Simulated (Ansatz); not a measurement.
O₂Si, charge -1, doublet, at a GFN2-xTB geometry (a state made from the parent by changing its charge; the spin is typed, not shown lowest) (a gas-phase anion, which may not be bound at this level); CCSD/6-31G (Ansatz, a first-principles code).

Here is a job for Ansatz.
Ansatz 0.2 input:
```yaml
crystal:
  periodic: [false, false, false]
  atoms:
    - {symbol: O, position_ang: [-1.38660487, 0.36377234, -0.18425808]}
    - {symbol: Si, position_ang: [-0.02557603, -0.27268081, 0.19968976]}
    - {symbol: O, position_ang: [1.43136292, 0.11341908, -0.16519900]}
basis:
  gaussian:
    orbitals: 6-31G
total_charge: -1
magnetization: {spin_polarized: true, initial_magnetization: 1}
correlation: {method: ccsd}
```

Problem. Write the output that Ansatz gives for this input, abridged.

Solution. 
```
Functional definition: HF
292 factors; integrals over basis functions are off by at most 1.1e-4 eV
mean field evaluation 1: about -11931.2857 eV, gradient 1.7e1 eV
mean field evaluation 2: about -11931.4570 eV, gradient 1.7e1 eV
mean field evaluation 4: about -11933.0824 eV, gradient 1.5e0 eV
mean field evaluation 8: about -11933.1212 eV, gradient 9.3e-2 eV
mean field evaluation 16: about -11933.1215 eV, gradient 2.3e-6 eV
mean field evaluation 32: about -11933.0449 eV, gradient 1.2e0 eV
mean field evaluation 64: about -11931.0477 eV, gradient 9.5e-3 eV
mean field evaluation 96: about -11931.0477 eV, gradient 2.5e-3 eV
mean field -11933.12150601 eV, -438.5341267857 hartree, gradient 2.9e-6 eV, S^2 0.767673; 4 other end points of the search recorded, 0 dependent functions left out
determinant -11933.12150601 eV, -438.5341267857 hartree, with singles and doubles -11941.65605781 eV, -438.8477657794 hartree
determinant -11931.61279522 eV, -438.4786826867 hartree, with singles and doubles -11939.31488902 eV, -438.7617294132 hartree
determinant -11931.04769510 eV, -438.4579156402 hartree, with singles and doubles -11939.24643691 eV, -438.7592138445 hartree
7 core orbitals not correlated
reference -11933.12150601 eV, -438.5341267857 hartree; 9, 8 occupied and 15, 16 virtual orbitals, 292 factors
second order -8.79034429 eV of doubles, -0.00000000 eV of singles
cycle   1  -8.53446524 eV  change    8.7e-5 eV  update   1.2e-3
cycle   2  -8.53443498 eV  change    3.0e-5 eV  update   8.0e-4
cycle   3  -8.53409345 eV  change    3.4e-4 eV  update   4.9e-4
cycle   4  -8.53437785 eV  change   -2.8e-4 eV  update   1.3e-4
cycle   5  -8.53455380 eV  change   -1.8e-4 eV  update   6.3e-5
cycle   6  -8.53452172 eV  change    3.2e-5 eV  update   2.4e-5
cycle   7  -8.53451999 eV  change    1.7e-6 eV  update   1.2e-5
cycle   8  -8.53450216 eV  change    1.8e-5 eV  update   3.1e-6
cycle   9  -8.53449956 eV  change    2.6e-6 eV  update   1.2e-6
Total energy: -11941.65600557 eV, -438.8477638597 hartree
```
